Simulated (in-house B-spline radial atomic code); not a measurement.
**LDA exchange-only excitations of Ar8+**

Method: LDA exchange-only. Computed with an all-electron radial atomic-structure program (B-spline basis): linear response of the closed shell [He] 2s2 2p6 with the functional's adiabatic kernel; scalar-relativistic (spin-free one-electron X2C), finite nucleus, no spin-orbit coupling, no double excitations, S, P, D and F terms only. Only terms of natural parity with L up to 3 were computed.

Command:
```bash
python run_td.py task.json out
```
Settings (radii: box in bohr, nucleus in fm):
```
Z                        18
electrons                10
configuration            [He] 2s2 2p6
hamiltonian              x2c
method                   lda,
box_radius               11.59
rms_radius               3.4274
intervals                70
```

Run time, properties included: 0.3 s on 1 thread of Arm Neoverse N1 (shared host).

The lowest states, in the order of their Tamm-Dancoff energies; the method's threshold (minus the highest occupied level) is 392.50 eV. Labels give the largest channel, * marks a mixed state, and oscillator strengths are full-response dipole values. Semilocal kernels can invert the small singlet-triplet splittings of Rydberg terms. Energies in eV:

| state | full response | Tamm-Dancoff | oscillator strength |
| --- | --- | --- | --- |
| 2p → 3s 3P | 241.91 | 241.92 | - |
| 2p → 3s 1P | 243.66 | 243.69 | 0.198 |
| 2p → 3p 3S | ? | ? | - |
| 2p → 3p 3D | 258.90 | 258.91 | - |
| 2p → 3p 1D | 260.30 | 260.31 | - |
| 2p → 3p 1S | 269.45 | 270.09 | - |
| 2p → 3d 3P | 281.59 | 281.61 | - |
| 2p → 3d 3F | ? | ? | - |
| 2p → 3d 1F | 283.45 | 283.45 | - |
| 2p → 3d 1P | 287.83 | 288.03 | 1.75 |

Task: Where does 2p → 3d 3F lie?

Result: At 282.28 eV in full response, 282.29 eV in Tamm-Dancoff.

Task: Where does 2p → 3p 3S lie?

Result: At 256.98 eV in full response, 257.03 eV in Tamm-Dancoff.

Task: How large is the singlet-triplet splitting of 2p → 3s (P terms) in Tamm-Dancoff?

Result: 1.77 eV, from the unrounded values.

Task: What polarisabilities and dispersion coefficient does the method give?

Result: Dipole 0.0384 bohr³, quadrupole 0.01152 bohr⁵, C6 0.01426 hartree·bohr⁶ for two such species.
